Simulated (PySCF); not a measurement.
From computed data to an observable: oscillator strength and radiative lifetime

Mg(I)(SeH) (HIMgSe), SMILES [I][Mg][SeH].

Geometry: PBE0-D3(BJ)/def2-SVP. The def2 effective core potentials stand for the cores of I; spin–orbit coupling is left out. Other conformers were not sampled.

TDDFT-ωB97X/def2-SVPD (PySCF) puts the first singlet state with f over 0.02 at 4.51 eV (vertical), with the transition dipole (0.000, 0.000, -0.552) in atomic units.

Question: Find the oscillator strength, the wavelength and the radiative lifetime that this transition would have in vacuum if emission retraced absorption.

Answer: 
|μ|² = 0.3047 au, so |μ| = 1.40 D. ΔE = 4.51/27.211 = 0.1657 hartree. f = (2/3) ΔE |μ|² = 0.034 (the program prints 0.034).
λ = 1239.84/4.51 = 275 nm; ν = 36376 cm⁻¹.
Einstein's coefficient A = 0.6670 ν² f s⁻¹ (ν in cm⁻¹) = 3.0e7 s⁻¹, so τ = 1/A = 34 ns. This state is S1. The figure is the radiative limit of this one transition; relaxation, internal conversion, crossing to triplets and a medium change what is measured.
